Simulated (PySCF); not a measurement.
Working out the ionisation energy of F⁺

F⁺ [He] 2s2 2p4 (3P) → F²⁺ [He] 2s2 2p3 (4S). Computed with PySCF 2.14 in pcseg-2, with the non-relativistic Hamiltonian (point nucleus). Frozen: 1s2. Energies in hartree (1 hartree = 27.21139 eV):

```
            part  F⁺ (lower)  F²⁺ (upper)
             UHF  -98.830028   -97.600645
CCSD correlation   -0.149319    -0.105287
             (T)   -0.001799    -0.001010
```

What does Hartree-Fock give?

(-97.600645) − (-98.830028) = 1.229383 hartree = 33.453 eV.

What do CCSD and CCSD(T) give?

The CCSD correlation energies differ by 0.044032 hartree = 1.198 eV and the triples by 0.000789 hartree = 0.021 eV, so CCSD gives 34.651 eV and CCSD(T) 34.672 eV.

Measured between the centres of the two terms (NIST): 34.950 eV, so CCSD(T) (valence) is off by -0.278 eV.

What remains against the reference includes basis incompleteness, the frozen core and higher excitations.
